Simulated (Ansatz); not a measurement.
Four-centre ligand exchange

Start structure (Si3NH9ClF, singlet), relaxed at PBE0-D4/def2-TZVP:

```
15
angstrom
Si 0.5213 1.4950 0.2661
Cl 2.5824 1.1398 0.3179
N -0.3422 0.1324 -0.2849
Si -1.1379 -1.0126 0.7786
Si -0.4398 -0.1784 -2.0024
H 2.1869 -0.3672 1.8535
F 1.6527 -0.8925 2.4079
H 0.1377 1.8421 1.6481
H 0.3839 2.6262 -0.6761
H -1.3096 -0.3916 2.1114
H -0.3850 -2.2849 0.8698
H -2.4688 -1.3032 0.1775
H -0.2636 -1.6330 -2.2452
H 0.6392 0.5867 -2.6772
H -1.7573 0.2412 -2.5449
```

The step: Si₃NH₈Cl ([SiH3][N]([SiH3])[SiH2][Cl]) + HF → Si₃NH₈F ([F][SiH2][N]([SiH3])[SiH3]) + HCl; bonds formed: Si1–F7, Cl2–H6; bonds broken: Si1–Cl2, H6–F7. Ansatz 0.2.0; basis: def2-TZVPP and def2-QZVPP; cores frozen in the correlated methods. Extrapolation: Hartree–Fock as exp(−7.88 √X), correlation as X^−2.97. Energies below are by CCSD(T) at an estimated basis limit (MP2 extrapolated from triple and quadruple zeta, plus CCSD(T) − MP2 in triple zeta).

(1) What are the electronic barrier and the energy of the step, from the start structure to the end structure? (Judge from chemistry; the value comes from the calculation.)

The T1 diagnostic stays at or below 0.012.

## Answers

(1) The calculation gives: Barrier 1.333 eV; step energy -0.409 eV (downhill); reverse barrier, their difference, 1.742 eV. Barrier and step energy count from the start structure, the reverse barrier from the end structure.

The saddle point: One imaginary mode of 445i cm⁻¹.
```csv
pair,start (Å),saddle (Å),end (Å)
Si1–F7,3.40,1.92,1.62
Cl2–H6,2.19,1.57,1.29
Si1–Cl2,2.09,2.47,4.15
H6–F7,0.93,1.11,2.01
```

Zero-point energy (harmonic, PBE0-D4): ZPE is 2.402 eV at the start and 2.330 eV at the saddle, so the barrier goes from 1.333 to 1.262 eV.

Labels in which every atom is bracketed show which atoms are joined, not bond orders.

For scale, one of the runs: CCSD(T)/def2-TZVPP, 356 basis functions, launched by `ansatz run in.yaml --threads 4 --pin off --events-out ev --progress --plain --max-ram 66560MiB --backend cuda --devices 0, --max-vram 37GiB`. Time: 19 s of wall clock on 4 CPU threads of an AMD EPYC 7R13 and a share of one NVIDIA H100; the host was shared. Peak host memory: 0.86 GiB.
